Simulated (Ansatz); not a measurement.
Ti3F2. The state is a singlet with charge 0. Geometry PBE0-D4/def2-SVP; atoms count from 1.

```xyz
5

Ti    0.826    0.033    0.967
Ti   -1.545    0.169    0.755
Ti   -0.268   -0.094   -1.243
F    -0.247    1.457   -2.104
F     1.233   -1.564    1.624
```

The restricted singlet is unstable towards broken spin symmetry in Hartree–Fock (as tested in another run); at PBE0-D4/def2-TZVP this wasn't settled. Another isomer (triplet) lies 0.92 eV lower at PBE0-D4/def2-TZVP; other spin states weren't run for this one.

**Question.** Estimate the Mulliken populations from the PBE0/def2-TZVP orbitals of Ansatz.

**Answer.** 
| atom | charge (e) | d electrons |
| --- | --- | --- |
| Ti1 | 0.45 | 2.56 |
| Ti2 | 0.10 | 2.70 |
| Ti3 | 0.44 | 2.56 |
| F4 | -0.49 | – |
| F5 | -0.49 | – |
Mulliken values depend strongly on the basis.

**Question.** And the Mayer bond orders between heavy atoms (over 0.3)?

**Answer.** Ti1–Ti2 1.91 (2.38 Å); Ti1–Ti3 1.56 (2.47 Å); Ti1–F5 0.89 (1.77 Å); Ti2–Ti3 1.90 (2.39 Å); Ti3–F4 0.89 (1.77 Å).
